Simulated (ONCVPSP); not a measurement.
## An all-electron radial function and its pseudo partner (nickel)

Columns: radius, all-electron u(r) and pseudo u(r) of the 3s shell (level -120.17 eV) of nickel in the configuration [Ne] 3s2 3p6 3d8 4s1; PBE, scalar-relativistic, ONCV scheme, ONCVPSP 4.0.1.

```
r (bohr)  all-electron  pseudo
   0.072       -0.0215  0.2207
   0.145       -0.6566  0.4357
   0.217       -0.5579  0.6310
   0.290       -0.0752  0.8044
   0.362        0.4478  0.9454
   0.435        0.8689  1.0535
   0.507        1.1365  1.1235
   0.580        1.2699  1.1570
   0.652        1.2976  1.1552
   0.725        1.2540  1.1221
   0.798        1.1666  1.0629
   0.870        1.0578  0.9852
   0.942        0.9407  0.8951
   1.015        0.8228  0.7973
   1.088        0.7114  0.6989
   1.160        0.6107  0.6055
   1.232        0.5206  0.5188
   1.305        0.4401  0.4397
   1.378        0.3702  0.3701
   1.450        0.3110  0.3109
   1.522        0.2603  0.2602
   1.595        0.2167  0.2166
   1.668        0.1799  0.1799
   1.740        0.1495  0.1494
   1.812        0.1239  0.1239
   1.885        0.1023  0.1023
```

Problem. How many radial nodes do the two functions have?

Solution. The all-electron 3s function has n − l − 1 = 2 (the table is too coarse to show those close to the nucleus); the pseudo-wave has 0, since the states of the same l below it are removed with the core.

Problem. At about which radius was the pseudo-wave matched?

Solution. 1.45 bohr. The columns agree to 0.0005 from 1.30 bohr on; several derivatives are matched, so the curves merge somewhat inside the radius.

Problem. Is the pseudo-wave norm-conserving?

Solution. Yes: the ONCV scheme keeps the norm inside the radius equal to the all-electron one, which fixes the energy derivative of the logarithmic derivative at the level.
